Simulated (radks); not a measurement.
Results of a calculation; reference values are marked as such.
Charge is removed step by step from the 2p down level of the copper ion Cu2+, starting from [He] 2s2 2p(up 3, down 3) 3s2 3p6 3d9. Code: a radial shooting solver on a logarithmic mesh with Libxc functionals. Model: scalar-relativistic Kohn-Sham, PBE, spin-polarised, spherical densities, finite nucleus; open shells are filled with parallel spins first; Fermi nuclear charge, rms radius 3.8823 fm.

\begin{tabular}{lrrr}
removed (e) & E - E(0) (eV) & eigenvalue (eV) & E minus straight line (eV) \\ \hline
0 & 0.000 & -942.44 & 0.000 \\
0.1 & 94.502 & -948.44 & -2.759 \\
0.2 & 189.61 & -954.49 & -4.915 \\
0.3 & 285.32 & -960.58 & -6.464 \\
0.4 & 381.64 & -966.71 & -7.403 \\
0.5 & 478.58 & -972.87 & -7.728 \\
0.6 & 576.13 & -979.08 & -7.433 \\
0.7 & 674.31 & -985.32 & -6.517 \\
0.8 & 773.11 & -991.59 & -4.975 \\
0.9 & 872.54 & -997.90 & -2.804 \\
1 & 972.61 & -1004.2 & 0.000 \\
\end{tabular}

Removing the whole electron costs 972.61 eV by Delta-SCF, against 942.44 eV from minus the eigenvalue at the starting occupation. Slater's transition state (half an electron removed) gives 972.87 eV. Integrating minus the eigenvalue over the occupation (Janak's theorem) gives 973.03 eV. In this scalar-relativistic scheme the density is built from large components alone, so the theorem holds only approximately. The mean slope of the eigenvalue, de/dn, is 61.8 eV per electron.
